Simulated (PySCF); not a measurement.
**C₆ coefficients of unlike pairs at PBE**

Calculated with PySCF 2.14 from the dipole response of each species, C₆(A,B) = (3/π) ∫ α_A(iu) α_B(iu) du, in atomic units, from isotropic polarisabilities. For ions this is the dispersion term alone; charge-induced terms of lower order in 1/R come first.

```
species           configuration                                                             basis      relativity  α (bohr³)  C₆ (like pair)
     Cl       [Ne] 3s2 3p5 (2P)                                              dyall-av2z (13s9p2d)            none      13.74           88.13
      S       [Ne] 3s2 3p4 (3P)                                         dyall-av4z (25s15p4d3f2g)   spin-free X2C      21.02           145.4
      W  [Xe] 4f14 5d4 6s2 (5D)  def2-SVPD with the def2 core potential (60 electrons) (6s4p2d1f)  core potential      68.47           761.4
     Nb       [Kr] 4d4 5s1 (6D)                                         dyall-acv2z (22s15p11d3f)   spin-free X2C      90.55           995.0
```

(1) Estimate C₆ for Nb with Cl.

No spin-orbit coupling is included.

The other pairs:

| pair | C₆ |
| --- | --- |
| Nb, W | 865.3 |
| W, S | 319.0 |
| Nb, S | 353.5 |
| S, Cl | 111.7 |
| W, Cl | 236.1 |

## Answers

(1) The integral gives 258.9. The combination rule 2 C_A C_B / (C_A α_B/α_A + C_B α_A/α_B) gives 239.6 and the geometric mean 296.1.
